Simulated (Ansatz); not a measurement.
Wavefunction ladder for Cl₂GeI (`[Cl][Ge]([Cl])[I]`) radical

Z-matrix (Å, degrees):
```
Ge
Cl 1 2.154
I 1 2.525 2 110.1
Cl 1 2.154 2 106.8 3 119.6
```

Total charge 0; spin multiplicity 2. Correlated methods include outer-core shells of Ge, I, which these sets cover unevenly. Scalar relativity is left out up to krypton. I takes the def2 core potential. Geometry: relaxed with PBE0-D4/def2-TZVP. Frozen core, unrestricted reference, the Gaussian-basis code of Ansatz.

```tsv
basis	HF (Eh)	MP2 corr.	CCSD corr.	(T)	CCSD(T) total
def2-SVP	-3290.57194	-0.58274	?	-0.01659	?
def2-TZVPP	?	?	-1.08824	-0.03870	?
def2-QZVPP	-3291.23558	?	–	–	–
```

Task: Fill in the withheld values. (Best estimate.)

Result: Ansatz gave: def2-SVP CCSD corr.: -0.60665; def2-SVP CCSD(T) total: -3291.19518; def2-TZVPP HF (Eh): -3291.16701; def2-TZVPP MP2 corr.: -1.09115; def2-TZVPP CCSD(T) total: -3292.29395; def2-QZVPP MP2 corr.: -1.56390.
